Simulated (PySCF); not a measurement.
Geometries of 2 isomers of H7NOSeSi2, from PySCF 2.14.0, PBE0-D3(BJ)/def2-SVP geometry optimisation, gas phase. One conformer each, no zero-point energy, no frequencies.

Question: Which isomer lies lower at this level?
A.
```xyz
12
angstrom
N      0.227   -1.655    1.133
Si     0.880   -0.175    0.563
Se     0.169    1.354    2.097
O      0.292    0.077   -0.962
Si    -1.105    0.533   -1.740
H      0.329   -1.931    2.102
H      0.160   -2.455    0.514
H      2.358   -0.049    0.434
H      1.282    2.272    1.813
H     -2.245   -0.342   -1.332
H     -0.873    0.387   -3.205
H     -1.439    1.953   -1.425
```
B.
```xyz
12
angstrom
N     -2.115   -0.666    1.103
Si    -0.896   -0.191   -0.009
O     -1.025   -1.088   -1.398
Se     1.029   -0.524    1.177
Si     2.285    0.889   -0.106
H     -3.087   -0.708    0.817
H     -2.019   -0.463    2.091
H     -0.903    1.205   -0.526
H     -0.963   -2.042   -1.279
H      1.969    2.318    0.185
H      2.050    0.624   -1.556
H      3.710    0.614    0.238
```

Answer: A. That is `N[Si@H]([SeH])O[SiH3]`, 5.6 kcal/mol below the other.

```tsv
SMILES	atoms numbered as above	E (Eh)	relative (kcal/mol)	relative (kJ/mol)	dipole (D)
N[Si@H]([SeH])O[SiH3]	[NH2:1][Si@H:2]([SeH:3])[O:4][SiH3:5]	-3113.61513	0.0	0.0	1.60
N[Si@H](O)[Se][SiH3]	[NH2:1][Si@H:2]([OH:3])[Se:4][SiH3:5]	-3113.60615	5.6	23.6	1.79
```

As drawn, the higher has an O–H bond, which the lower lacks.
